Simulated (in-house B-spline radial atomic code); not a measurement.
**The ytterbium ion Yb⁺: [Xe] 4f14 6s1**

Computed with an all-electron radial atomic-structure program (B-spline basis): Dirac-Hartree-Fock, average of configuration, Fermi nucleus of rms radius 5.3108 fm.

Effective charges: Z_r = [3n² - l(l+1)]/(2<r>) from the radius, Z_e = n√(-2ε) from the energy, and Slater's rules. Values are occupation-weighted means over j. An effective charge above Z reflects the relativistic contraction of the inner shells.

```csv
shell,electrons,ε (eV),<r> (bohr),Z_r,Z_e,Slater
1s,2,-61712,0.01966,76.30,67.35,69.70
2s,2,-10589,0.08269,72.56,55.79,65.85
2p,6,-9376.5,0.07378,67.77,52.50,65.85
3s,2,-2447.6,0.2157,62.60,40.24,58.75
3p,6,-2071,0.215,58.13,37.01,58.75
3d,10,-1587.8,0.1961,53.56,32.41,48.85
4s,2,-514.55,0.4886,49.12,24.60,42.25
4p,6,-387.63,0.5178,44.42,21.35,42.25
4d,10,-212.31,0.5626,37.33,15.80,30.85
5s,2,-72.816,1.235,30.36,11.57,12.35
5p,6,-40.777,1.463,24.95,8.66,12.35
4f,14,-20.232,0.7534,23.89,4.88,19.45
6s,1,-11.315,3.762,14.36,5.47,3.20
```

The least bound orbital is 6s1/2 at -11.32 eV, and it is also the most diffuse (<r> = 3.762 bohr).

Spin-orbit splittings of the orbital energies (j = l + 1/2 above j = l - 1/2 when positive): 2p 1049 eV, 3p 226.6 eV, 3d 49.02 eV, 4p 51.74 eV, 4d 9.682 eV, 5p 6.444 eV, 4f 1.596 eV.

For the 1s electron the small component carries 6.9 % of the norm, the zero-frequency Breit interaction raises the level by 202.4 eV, self-energy by 124.3 eV, and vacuum polarisation lowers it by 22.14 eV.

The density falls to 0.001 bohr⁻³ at 4.396 bohr; Σ<r²> = 51.564 bohr² gives, by the non-relativistic formula and without the paramagnetism of open shells, a Langevin diamagnetic susceptibility of -40.84×10⁻⁶ cm³/mol.
